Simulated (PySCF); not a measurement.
Telling isomers of C6H8OP2 apart by NMR

Theory: coordinates at the GFN2-xTB level, NMR shieldings at PBE0/pcSseg-1/GIAO, in PySCF 2.14.0 with density-fitted response routines (non-relativistic Hamiltonian, averaged over atoms made equivalent by symmetry, fast rotation or ring inversion, one computed conformer, in vacuum).

δ = σ(ref) − σ, references computed at the same level: TMS for 1H (σ = 31.72 ppm) and 13C (σ = 186.93 ppm). Splittings of carbon signals by F and P are missing where no couplings were computed. Where no couplings were computed, multiplicities follow the n + 1 count of equivalent neighbours, and m marks all less simple cases (inequivalent or close neighbours, rings, F or P nearby). Shifts are as computed. Against solution values, carbons near 30 ppm lie about +3 ppm off and those near 130 ppm about +5 ppm. Of 1211 compounds with measured shifts, 218 miss one by over three times the rms of a fit or turn the order of signals round; such compounds aren't used in these exercises.

(1) Tabulate the signals of `COc1pcpcc1C`, `COc1cc(C)pcp1`, `COc1pccc(C)p1` and their relative energies.

(2) What is the quickest way to tell COc1cc(C)pcp1 from COc1pccc(C)p1?

(3) What is the quickest way to tell COc1pcpcc1C from COc1cc(C)pcp1?

(4) What is the quickest way to tell COc1pcpcc1C from COc1pccc(C)p1?

Results:

(1) 
```tsv
SMILES	carbon types	δC	δH	E rel. (kcal/mol)
COc1pcpcc1C	2×C 2×CH 2×CH3	201.9, 190.3, 164.0, 139.4, 60.3, 26.4	10.59 (m, 1H), 9.18 (m, 1H), 4.34 (s, 3H), 2.66 (s, 3H)	0.0
COc1cc(C)pcp1	2×C 2×CH 2×CH3	204.5, 193.8, 179.2, 131.6, 60.0, 28.9	10.65 (m, 1H), 8.09 (m, 1H), 4.26 (s, 3H), 3.01 (m, 3H)	0.6
COc1pccc(C)p1	2×C 2×CH 2×CH3	244.8, 184.6, 158.9, 136.4, 60.3, 29.1	9.04 (m, 1H), 8.11 (m, 1H), 4.24 (s, 3H), 2.91 (m, 3H)	4.4
```

Energies are electronic energies at PBE0/pcSseg-1 on these geometries, without zero-point or thermal terms, each for the one conformer computed, which needn't be the lowest.

(2) Both give the same number of carbon signals, with the same numbers of each carbon type, so the positions decide. The first has an aromatic CH at 193.8 ppm, the second an aromatic carbon bearing oxygen (C) at 244.8 ppm. Their most deshielded carbons lie at 204.5 and 244.8 ppm. In the proton spectra the most deshielded non-exchanging signals are 10.65 (m, 1H) and 9.04 (m, 1H).

(3) Both give the same number of carbon signals, with the same numbers of each carbon type, so the positions decide. The first has a substituted aromatic carbon (C) at 139.4 ppm, the second an aromatic CH at 131.6 ppm. Their most deshielded carbons lie at 201.9 and 204.5 ppm.

(4) Both give the same number of carbon signals, with the same numbers of each carbon type, so the positions decide. The first has a substituted aromatic carbon (C) at 139.4 ppm, the second an aromatic carbon bearing oxygen (C) at 244.8 ppm. Their most deshielded carbons lie at 201.9 and 244.8 ppm. In the proton spectra the most deshielded non-exchanging signals are 10.59 (m, 1H) and 9.04 (m, 1H).
